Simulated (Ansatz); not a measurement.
CH7BOSi can be A, `OCB[SiH3]`, or B, `C[SiH2]BO`.

Isolated molecules relaxed with PBE0-D4/def2-TZVP in Ansatz; ΔE leaves out vibrations. CCSD(T)/CBS adds triple-zeta CCSD(T) − MP2 to the extrapolated MP2 energy (def2 sets, frozen cores). Functionals use def2-TZVPP. One conformer a species, not always the lowest.

(1) Which isomer does CCSD(T)/CBS put lower? Give the gap. (Estimate.)

(2) Give E(B) − E(A) in kJ/mol with CCSD(T)/def2-SVP, PBE0-D4, CCSD(T)/def2-TZVPP, BLYP-D4, PBE-D4, MP2/def2-TZVPP, ωB97M-V. (An estimate is asked.)

(3) Does the order hold for the free energy at 298.15 K (harmonic terms from PBE0-D4)? (Best estimate.)

Largest T1 diagnostic: 0.013.

Answers

(1) The calculation gave: B, by 231.9 kJ/mol.

(2) The calculation gave: CCSD(T)/def2-SVP -237.7, PBE0-D4 -225.8, CCSD(T)/def2-TZVPP -232.0, BLYP-D4 -225.6, PBE-D4 -223.8, MP2/def2-TZVPP -240.3, ωB97M-V -230.2. None reverses the order clearly.

(3) Computed: Yes: G(B) − G(A) = -221.8 kJ/mol, for one conformer each.

At CCSD(T), def2-SVP lies −5.8 kJ/mol from the extrapolated value and def2-TZVPP −0.0 kJ/mol. From BLYP to BHLYP (50 % exact exchange), in def2-TZVPP and without D4, E(B) − E(A) moves by −3.3 kJ/mol.
